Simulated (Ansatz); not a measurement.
C2H7FSSi can be A, `CC(F)S[SiH3]`, or B, `FCSC[SiH3]`.

Gas-phase electronic energies from Ansatz, PBE0-D4/def2-TZVP geometries. CBS: MP2 limit from def2 TZ/QZ plus the TZ coupled-cluster correction, frozen cores. Functionals use def2-TZVPP. B3LYP here is the variant with VWN-RPA as its local correlation; programs differ in this. One conformer a species, not always the lowest.

Problem. Which is lower in electronic energy at CCSD(T)/CBS, and by how much? (Best estimate.)

Solution. Computed: A, by 76.0 kJ/mol.

Problem. Give E(B) − E(A) in kJ/mol with ωB97M-V, HF/def2-TZVPP, B3LYP-D4, CCSD(T)/def2-TZVPP, PBE0-D4, B3LYP, B2PLYP. (Estimate.)

Solution. The calculation gave: ωB97M-V 75.1, HF/def2-TZVPP 80.0, B3LYP-D4 74.3, CCSD(T)/def2-TZVPP 76.0, PBE0-D4 75.7, B3LYP 73.5, B2PLYP 75.0. None reverses the order clearly.

Largest T1 diagnostic: 0.012.
